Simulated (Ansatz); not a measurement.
```yaml
crystal:
  periodic: [false, false, false]
  atoms:
    - {symbol: Cl, position_ang: [0.051118, -0.385167, 2.055581]}
    - {symbol: D, position_ang: [0.044914, 0.121759, 0.005260]}
    - {symbol: Cl, position_ang: [1.577940, -1.200391, -0.883080]}
    - {symbol: I, position_ang: [-2.113369, -0.677662, -0.795594]}
    - {symbol: I, position_ang: [0.341171, 2.299736, -0.350834]}
basis:
  gaussian: {orbitals: def2-mTZVP}
hamiltonian: {xc: {name: wPBEh}}
output: {forces: true}
```

```sh
$ ansatz run in.yaml --threads 4 --pin off --events-out ev --progress --plain --max-ram 10444MiB
```

Output, abridged:

```
Error: YAML parse error: error: line 5 column 16: `D` is not an element symbol (H … Og, case-exact)
 --> <input>:5:16
3 |   atoms:
4 |     - {symbol: Cl, position_ang: [0.051118, -0.385167, 2.055581]}
5 |     - {symbol: D, position_ang: [0.044914, 0.121759, 0.005260]}
6 |     - {symbol: Cl, position_ang: [1.577940, -1.200391, -0.883080]}
7 |     - {symbol: I, position_ang: [-2.113369, -0.677662, -0.795594]}
```

(1) Something in this input is off. What?

Answers

(1) An element symbol is wrong. The program refused the input.
